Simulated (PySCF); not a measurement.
C6H6N (charge -1).
SMILES: `[C-]#C[C@@H](C#N)CC`

Torsions of this conformer, `[C-:1]#[C:2][C@@H:3]([C:4]#[N:5])[CH2:6][CH3:7]`: C2–C3–C6–C7 177°.

The closed-shell ground state was solved at several levels (PySCF, density fitting, gas phase, non-relativistic). Isolated species at its GFN2-xTB geometry (one conformer only). No diffuse functions stand in pcJ-1 and pcSseg-1, which bears on an anion's orbital energies.

```json
{"level": "B3LYP/def2-SVPD", "basis functions": "188", "HOMO (eV)": "-1.15", "LUMO (eV)": "3.17", "gap (eV)": "4.32"}
{"level": "PBE0/pcSseg-1", "basis functions": "149", "HOMO (eV)": "-1.05", "LUMO (eV)": "4.22", "gap (eV)": "5.27"}
```

Task: What might B3LYP/pcJ-1 (249 basis functions) give for the same quantities?

Result: HOMO -0.79 eV, LUMO 3.95 eV, gap 4.74 eV.

Task: Over all these levels, which gives the widest orbital gap and which the narrowest?

Result: PBE0/pcSseg-1 (global hybrid, 25 % exact exchange) has the widest, 5.27 eV, and B3LYP/def2-SVPD (global hybrid, 20 % exact exchange) the narrowest, 4.32 eV. Functional and basis both differ between the two, so the spread mixes both effects.
